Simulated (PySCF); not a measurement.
C₆ coefficients of unlike pairs at UHF

Calculated with PySCF 2.14 from the dipole response of each species, C₆(A,B) = (3/π) ∫ α_A(iu) α_B(iu) du, in atomic units, from isotropic polarisabilities. For ions this is the dispersion term alone; charge-induced terms of lower order in 1/R come first.

```tsv
species	configuration	basis	relativity	α (bohr³)	C₆ (like pair)
Ge²⁺	[Ar] 3d10 4s2 (1S)	x2c-TZVPPall with one added diffuse shell each of s, p, d type (7s6p5d1f)	spin-free X2C	11.90	46.43
Si²⁺	[Ne] 3s2 (1S)	aug-cc-pCVTZ-DK (8s7p5d3f)	spin-free X2C	12.42	44.15
As²⁺	[Ar] 3d10 4s2 4p1 (2P)	x2c-TZVPPall with one added diffuse shell each of s, p, d type (7s6p5d1f)	spin-free X2C	10.85	47.48
Al⁺	[Ne] 3s2 (1S)	def2-TZVPPD (6s5p4d1f)	none	26.19	138.1
```

Problem. Estimate C₆ for As²⁺ with Si²⁺.

Solution. The integral gives 45.12. The combination rule 2 C_A C_B / (C_A α_B/α_A + C_B α_A/α_B) gives 45.12 and the geometric mean 45.79.

No spin-orbit coupling is included.

The other pairs:

```csv
pair,C₆
"Al⁺, Si²⁺",76.92
"Al⁺, Ge²⁺",77.72
"As²⁺, Ge²⁺",46.73
"Si²⁺, Ge²⁺",45.12
"Al⁺, As²⁺",76.48
```
